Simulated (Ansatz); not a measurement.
Isomers

Structures of CH4GeS, closed shell, relaxed at PBE0-D4/def2-TZVP (vibrations not checked; lower isomers may exist, and structures with a doubtful reference or unclear bonds are left out). Program: Ansatz 0.2.0. Basis: def2-TZVPP. Cores are frozen in the correlated methods. Filled d shells of the heavier atoms are correlated. The def2 sets are not built for correlating such inner shells, so the correlated values are less sure here. B3LYP uses VWN-RPA correlation.

**Question.** Rank them by CCSD(T) energy, lowest first, and give each one's height above the lowest. Links in brackets join atoms within 1.22 times the sum of their covalent radii (1.1 for two metals). (Judge from chemistry; the value comes from the calculation.)
A.
CH₄GeS ([S][CH][GeH3])
```
7
angstrom
S 0.0730 -2.3275 0.6210
C -0.5850 -0.9679 0.0739
Ge 0.3688 0.7402 -0.0806
H -1.6338 -0.9740 -0.2378
H 0.3194 1.2025 -1.5475
H -0.3542 1.7882 0.7836
H 1.8119 0.5386 0.3874
```
B.
a complex of GeH₄ + CS
```
7
angstrom
S -1.0907 -3.1574 0.2421
C -1.1026 -1.6317 0.3288
Ge 0.9193 1.2535 0.2038
H 1.3421 0.2985 1.3276
H 0.9145 0.5063 -1.1360
H -0.4733 1.8225 0.4937
H 1.9332 2.4083 0.1256
```
C.
CH₄GeS ([CH2]1[SH][GeH]1)
```
7
angstrom
C -0.7156 -0.2723 -0.4667
S -0.1683 -1.7348 0.4785
Ge 1.0097 0.4677 0.2775
H -0.7009 -0.5563 -1.5170
H -1.7022 0.0563 -0.1558
H 0.2776 0.9113 1.6287
H -0.7410 -1.4121 1.6482
```
D.
CH₄GeS ([CH2]1[S][GeH2]1)
```
7
angstrom
C -0.7874 -0.2054 -0.5507
S -0.4373 -1.4677 0.7505
Ge 0.7748 0.3295 0.4424
H -0.6539 -0.5651 -1.5657
H -1.7089 0.3467 -0.3973
H 0.6548 1.4304 1.4926
H 2.1577 0.1315 -0.1718
```

**Answer.** Computed: D (0.00 kcal/mol), C (13.43 kcal/mol), A (16.82 kcal/mol), B (50.66 kcal/mol). Heights count from the lowest.

**Question.** Do PBE-D4, r2SCAN-D4, PBE0-D4, B3LYP-D4, wB97M-V, HF, MP2 give the same order? (Judge from chemistry; the calculation decides.)

**Answer.** By the calculation: All do.

No T1 diagnostic of these runs exceeds 0.018. The restricted Hartree–Fock reference is unstable towards an unrestricted one at one or more of these structures.

For scale, one of the runs: CCSD(T)/def2-TZVPP, 177 basis functions, launched by `ansatz run in.yaml --threads 2 --pin off --events-out ev --progress --plain --max-ram 4352MiB`. Time: 59 s of wall clock on 2 CPU threads of an Arm Neoverse V1; the host was shared. Peak host memory: 1.6 GiB.
